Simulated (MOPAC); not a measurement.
A run for MOPAC: PM7 on CH6OSn (SMILES C[O][SnH3]), a point of a torsion scan.

```
PM7 1SCF PRECISE CHARGE=0 THREADS=1
CH6OSn

C      1.51382130 1    -0.16462614 1     0.02939196 1
O      0.33760568 1     0.19570169 1    -0.64096309 1
Sn    -1.50489600 1     0.17096770 1     0.03549420 1
H      2.24992726 1    -0.41179346 1    -0.73613237 1
H      1.89742511 1     0.66220007 1     0.63137086 1
H      1.38283813 1    -1.03431212 1     0.67737876 1
H     -1.92351518 1     1.72445185 1     0.48044800 1
H     -1.61830191 1    -0.90387956 1     1.31649808 1
H     -2.31199417 1    -0.29928636 1    -1.32842907 1
```

It printed:

```
*******************************************************************************
 **                                                                           **
 **                              MOPAC v23.2.5                                **
 **                                                                           **
 *******************************************************************************
 ** MOPAC's Digital Object Identifier: https://doi.org/10.5281/zenodo.6511958 **
 **                                                                           **
 ** Please cite the open-source release paper for use of this MOPAC version:  **
 ** J. E. Moussa and J. J. P. Stewart (2026)                                  **
 ** MOPAC: An open-source semiempirical molecular orbital program             **
 ** J. Open Source Softw., 11(119), 8025, https://doi.org/10.21105/joss.08025 **
 *******************************************************************************

                              PM7 CALCULATION RESULTS

 *******************************************************************************
 *  PM7        - The PM7 Hamiltonian to be used
 *
 *
 *
 *                 CHARGE ON SYSTEM = 0
 *
 *
 *
 *  PRECISE    - TIGHTER CRITERIA TO BE USED
 *  1SCF       - DO 1 SCF AND THEN STOP
 *  THREADS=1  - MULTI-THREADING NOT USED
 *  T=         - A TIME OF 172800.0 SECONDS REQUESTED
 *  DUMP=N     - RESTART FILE WRITTEN EVERY 7200.0 SECONDS REQUESTED
 *******************************************************************************
PM7 1SCF PRECISE CHARGE=0 THREADS=1
 CH6OSn

   ATOM   CHEMICAL          X               Y               Z
  NUMBER   SYMBOL      (ANGSTROMS)     (ANGSTROMS)     (ANGSTROMS)

     1       C          1.51382130  *  -0.16462614  *   0.02939196  *
     2       O          0.33760568  *   0.19570169  *  -0.64096309  *
     3      Sn         -1.50489600  *   0.17096770  *   0.03549420  *
     4       H          2.24992726  *  -0.41179346  *  -0.73613237  *
     5       H          1.89742511  *   0.66220007  *   0.63137086  *
     6       H          1.38283813  *  -1.03431212  *   0.67737876  *
     7       H         -1.92351518  *   1.72445185  *   0.48044800  *
     8       H         -1.61830191  *  -0.90387956  *   1.31649808  *
     9       H         -2.31199417  *  -0.29928636  *  -1.32842907  *



          CARTESIAN COORDINATES

    NO.       ATOM           X           Y           Z

     1         C          1.5138     -0.1646      0.0294
     2         O          0.3376      0.1957     -0.6410
     3        Sn         -1.5049      0.1710      0.0355
     4         H          2.2499     -0.4118     -0.7361
     5         H          1.8974      0.6622      0.6314
     6         H          1.3828     -1.0343      0.6774
     7         H         -1.9235      1.7245      0.4804
     8         H         -1.6183     -0.9039      1.3165
     9         H         -2.3120     -0.2993     -1.3284

 General Reference for PM7:
 "Optimization of Parameters for Semiempirical Methods VI: More Modifications to the
 NDDO Approximations and Re-optimization of Parameters", J. J. P. Stewart, J. Mol. Mod., 1:32, 19 (2013)
 https://link.springer.com/article/10.1007/s00894-012-1667-x

           Empirical Formula: C H6 O Sn  =     9 atoms



      MOLECULAR POINT GROUP   :   C1


      RHF CALCULATION, NO. OF DOUBLY OCCUPIED LEVELS = 10


 -------------------------------------------------------------------------------
 PM7 1SCF PRECISE CHARGE=0 THREADS=1
 CH6OSn



     1SCF WAS SPECIFIED, SO BFGS WAS NOT USED
     SCF FIELD WAS ACHIEVED


                              PM7 CALCULATION
                                                       MOPAC v23.2.5 Linux




          FINAL HEAT OF FORMATION =        -16.61052 KCAL/MOL =     -69.49842 KJ/MOL


          COSMO AREA              =        115.48 SQUARE ANGSTROMS
          COSMO VOLUME            =        103.86 CUBIC ANGSTROMS

          IONIZATION POTENTIAL    =          9.585758 EV
          HOMO LUMO ENERGIES (EV) =         -9.586  2.753
          NO. OF FILLED LEVELS    =         10
          MOLECULAR WEIGHT        =        152.7478         POINT GROUP:  C1

          MOLECULAR DIMENSIONS (Angstroms)

            Atom       Atom       Distance
            H     7    H     4     4.84368
            H     5    H     9     3.89061
            H     8    O     2     2.44005


          SCF CALCULATIONS        =          1





   ATOM   CHEMICAL          X               Y               Z
  NUMBER   SYMBOL      (ANGSTROMS)     (ANGSTROMS)     (ANGSTROMS)

     1       C          1.51382130  *  -0.16462614  *   0.02939196  *
     2       O          0.33760568  *   0.19570169  *  -0.64096309  *
     3      Sn         -1.50489600  *   0.17096770  *   0.03549420  *
     4       H          2.24992726  *  -0.41179346  *  -0.73613237  *
     5       H          1.89742511  *   0.66220007  *   0.63137086  *
     6       H          1.38283813  *  -1.03431212  *   0.67737876  *
     7       H         -1.92351518  *   1.72445185  *   0.48044800  *
     8       H         -1.61830191  *  -0.90387956  *   1.31649808  *
     9       H         -2.31199417  *  -0.29928636  *  -1.32842907  *

                             CARTESIAN COORDINATES

   1    C        1.513821300    -0.164626140     0.029391960
   2    O        0.337605680     0.195701690    -0.640963090
   3   Sn       -1.504896000     0.170967700     0.035494200
   4    H        2.249927260    -0.411793460    -0.736132370
   5    H        1.897425110     0.662200070     0.631370860
   6    H        1.382838130    -1.034312120     0.677378760
   7    H       -1.923515180     1.724451850     0.480448000
   8    H       -1.618301910    -0.903879560     1.316498080
   9    H       -2.311994170    -0.299286360    -1.328429070


           Empirical Formula: C H6 O Sn  =     9 atoms



      MOLECULAR POINT GROUP   :   C1


                  EIGENVALUES
 -26.81377 -22.62154 -15.27076 -14.50866 -14.32288 -12.53178 -12.20903 -11.96733
 -10.17622  -9.58576   2.75263   3.60115   5.66753   5.79914   6.14593   6.28076
   6.34711   7.03511


              NET ATOMIC CHARGES AND DIPOLE CONTRIBUTIONS

  ATOM NO.   TYPE          CHARGE      No. of ELECS.   s-Pop       p-Pop
    1          C          -0.033526        4.0335     1.05849     2.97504
    2          O          -0.888656        6.8887     1.80298     5.08568
    3         Sn           1.045706        2.9543     0.83997     2.11432
    4          H           0.113649        0.8864     0.88635
    5          H           0.092487        0.9075     0.90751
    6          H           0.082137        0.9179     0.91786
    7          H          -0.139073        1.1391     1.13907
    8          H          -0.137856        1.1379     1.13786
    9          H          -0.134869        1.1349     1.13487
 DIPOLE           X         Y         Z       TOTAL
 POINT-CHG.    -2.773    -0.648     2.723     3.940
 HYBRID         1.394     0.096    -0.528     1.494
 SUM           -1.378    -0.552     2.195     2.650


          ATOMIC ORBITAL ELECTRON POPULATIONS

     Atom    s        px        py        pz
    1  C   1.05849   0.86630   1.07122   1.03752
    2  O   1.80298   1.43748   1.92355   1.72465
    3 Sn   0.83997   0.47091   0.83167   0.81173
    4  H   0.88635
    5  H   0.90751
    6  H   0.91786
    7  H   1.13907
    8  H   1.13786
    9  H   1.13487

 **********************
 *                    *
 * JOB ENDED NORMALLY *
 *                    *
 **********************




 == MOPAC DONE ==
```

The run finished.

Cost: roughly 0.020 core-seconds.
